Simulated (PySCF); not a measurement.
## Relaxation of singlet Au₂S

Method: PBE0 in PySCF with S def2-TZVP, Au def2-TZVP with ECP60; scalar-relativistic core potentials, no spin–orbit coupling; density-fitted integrals. A (50,194) grid was used.

A hand-made linear start, of D∞h symmetry, held to at least that symmetry:

```xyz
3
charge 0 multiplicity 1, angstrom
S     0.0000    0.0000    0.0000
Au    0.0000    0.0000    2.2700
Au    0.0000    0.0000   -2.2700
```

Optimiser trace:
| step | E − E(last) (kJ/mol) | largest gradient (Eh/bohr) |
| --- | --- | --- |
| 0 | 3.41 | 0.01248 |
| 1 | 0.60 | 0.00539 |
| 2 | 0.01 | 0.00063 |
| 3 | 0.00 | 0.00003 |

It ends at D∞h with S–Au 2.217 Å (×2); Au–S–Au 180.0° (after a last refinement on a finer grid). A frequency run shows 2 imaginary modes (one degenerate set), down to 398i cm⁻¹, so it is a higher-order saddle point. Other isomers or separated fragments may lie lower.

Final geometry:
```xyz
3
charge 0 multiplicity 1, angstrom
S     0.0000    0.0000    0.0000
Au    0.0000    0.0000    2.2173
Au    0.0000    0.0000   -2.2173
```

No spin–orbit coupling is included, which matters more the heavier the element.

The relaxation took about 50 core-seconds on a shared host.
